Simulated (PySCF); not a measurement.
Correlation energy of C⁻ (carbon, charge -1)

[He] 2s2 2p3, high-spin 4S determinant. All numbers are calculated (PySCF 2.14, the non-relativistic Hamiltonian (point nucleus), in dyall-acv3z). Frozen: 1s2; 5 electrons correlated; the 19 highest virtual orbitals of each spin left out.

```csv
level,correlation energy (mhartree)
CCSD,-115.00
(T),-4.93
CCSD(T),-119.93
```

Diagnostics: T1 = 0.023, D1 = 0.0404, largest double amplitude 0.035.

Task: Is a single reference adequate?

Result: Yes: T1 lies below 0.03 and no double amplitude reaches 0.07.
